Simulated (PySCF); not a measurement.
Input for PySCF: R-HF/3-21G on C3H10Si (SMILES CC[SiH2]C), a point of a torsion scan.

```python
from pyscf import gto, scf, dft, mp
from pyscf.data.elements import chemcore

mol = gto.M(
    atom='''
    C     1.93046215    0.28165666   -0.79056793
    C     0.92503585    0.44566109    0.34550933
    Si   -0.60983761   -0.67891045    0.16688688
    C    -0.41100568   -2.20491960    1.27997633
    H     2.79161086    0.93278157   -0.64523989
    H     1.47307794    0.53190729   -1.74501863
    H     2.28819860   -0.74453413   -0.84537070
    H     1.42830142    0.24561845    1.29328937
    H     0.61207194    1.49049904    0.38046125
    H    -1.81247837    0.06231082    0.57408848
    H    -0.76216075   -1.09753067   -1.23286358
    H     0.48572690   -2.76707784    1.03330395
    H    -1.25742722   -2.87682584    1.17617322
    H    -0.34328291   -1.92274352    2.32706077
    ''',
    basis='3-21g',
    charge=0, spin=0, verbose=3, max_memory=1800)
mf = scf.RHF(mol)
mf.conv_tol = 1e-8
mf.max_cycle = 100
mf.kernel()
if not mf.converged:
    mf = mf.newton().run(mf.mo_coeff, mf.mo_occ)
```

### Question
Predict the final total energy.

### Answer
-406.1780 hartree.
